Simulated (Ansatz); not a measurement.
A nudged elastic band was laid between two geometries of BClH2O + H2S (8 atoms, charge 0, multiplicity 1).

These are results of Ansatz, RKS B3LYP-D4/6-31G*, not measurements.

```yaml
movable_images: 7
climbing_image: yes
spring: 5.0 eV/Å²
optimiser: quadratic models (default)
start_path: through a guess of the saddle point
force_threshold: 0.03 eV/Å
iteration_limit: 48
end_points: relaxed
```

Initial state:

```xyz
8
Properties=species:S:1:pos:R:3
B -0.078 -0.639 -0.205
H 0.180 -1.207 0.808
O 0.848 -0.136 -1.045
H 1.743 -0.248 -0.690
Cl -1.783 -0.484 -0.684
S 0.031 2.391 1.300
H -0.735 2.444 0.191
H -1.039 2.338 2.121
```

Final state:

```xyz
8
Properties=species:S:1:pos:R:3
B 0.039 0.734 -0.578
H -0.399 -0.626 2.611
O 1.251 0.140 -0.595
H 1.224 -0.774 -0.918
Cl -1.421 -0.148 -1.120
S -0.030 2.452 0.016
H -1.358 2.617 -0.137
H -0.141 0.064 2.517
```

Q: What changes between the two ends?

A: Bonds broken: B1–H2, S6–H8. Bonds formed: B1–S6, H2–H8. BClH2O + H2S becomes BClH2OS + H2.

Q: Give the energies along the band, and the barrier.

A: The run converged. The highest image is number 5 of 0 to 8, 1.65 eV above the first end and 2.03 eV above the last; the last end lies 0.39 eV below the first. Neighbouring images differ by up to 1.5 eV, so the band resolves the path poorly. A vibrational analysis at the climbing image gives one clearly imaginary mode, 1114i cm⁻¹: a first-order saddle point. The orbitals stay closed-shell, which can raise the energy where a bond breaks towards radicals; this wasn't checked here.

```csv
image,path coordinate (Å),energy (eV),B1–H2 (Å),S6–H8 (Å),B1–S6 (Å)
0,0.00,0.00,1.19,1.35,3.38
1,0.71,0.01,1.19,1.35,3.38
2,1.43,0.03,1.19,1.35,3.36
3,2.14,0.20,1.20,1.35,3.02
4,2.85,0.86,1.21,1.36,2.50
5,3.57,1.65,1.32,1.63,2.07
6,4.40,0.18,2.11,2.33,1.85
7,5.24,-0.33,2.81,2.94,1.82
8,6.08,-0.39,3.49,3.46,1.82
```

Q: What is the geometry of the highest image?

A: 
```xyz
8
Properties=species:S:1:pos:R:3
B -0.042 0.263 0.036
H -0.196 -0.211 1.257
O 1.224 0.038 -0.469
H 1.362 -0.899 -0.672
Cl -1.557 -0.266 -0.836
S -0.061 2.269 0.547
H -1.405 2.399 0.564
H -0.159 0.865 1.368
```

The run took 7.2 min on 1 thread of Intel(R) Xeon(R) Platinum 8488C (Sapphire Rapids), with other jobs on the host, peak memory 0.19 GiB.
